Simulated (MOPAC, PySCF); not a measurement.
C$_{4}$H$_{12}$GeO, SMILES `[CH3][Ge]([CH3])([CH3])[O]C` (C–O–Ge–C torsion 60°), neutral singlet in the gas phase. 

Cartesian coordinates (Å):
SMILES: C[O][Ge]([CH3])([CH3])[CH3]
```xyz
18

C      2.2480    -0.9227     0.1250
O      1.5370     0.2301    -0.2347
Ge    -0.2608     0.2970    -0.0851
C     -0.7422     0.0194     1.7987
C     -1.0358    -1.0981    -1.2300
C     -0.7031     2.0938    -0.7054
H      3.3239    -0.7486    -0.0487
H      1.9576    -1.8128    -0.4705
H      2.1255    -1.1892     1.1952
H     -1.8294     0.1331     1.9338
H     -0.4577    -0.9888     2.1361
H     -0.2317     0.7590     2.4338
H     -0.6880    -0.9747    -2.2667
H     -2.1352    -1.0315    -1.2193
H     -0.7492    -2.1017    -0.8809
H     -1.7909     2.2599    -0.6713
H     -0.2111     2.8447    -0.0696
H     -0.3570     2.2312    -1.7405
```
Charge 0, multiplicity 1.

All levels are single points at this geometry (B3LYP-D3(BJ)/def2-SVP); Pople sets use spherical d functions. Orbital energies aren't observables, and empty levels follow the basis.

| level | HOMO (eV) | LUMO (eV) | gap (eV) | dipole (D) | vertical IE, Delta-SCF (eV) |
|---|---|---|---|---|---|
| B3LYP-D3(BJ)/def2-TZVP in PySCF | -6.99 | 0.47 | 7.46 | 1.46 | 9.11 |
| B3LYP/3-21G in PySCF | -6.40 | 2.11 | 8.51 | 1.68 | – |
| B3LYP/6-311+G** (LANL2DZ on Ge) in PySCF | -7.02 | -0.15 | 6.87 | 1.77 | – |
| B3LYP/6-31G* in PySCF | -6.66 | 1.59 | 8.25 | 1.62 | 8.90 |
| HF/3-21G in PySCF | -10.61 | 5.93 | 16.54 | 1.90 | – |
| PM3 in MOPAC | -9.99 | 0.31 | 10.30 | 1.66 | – |
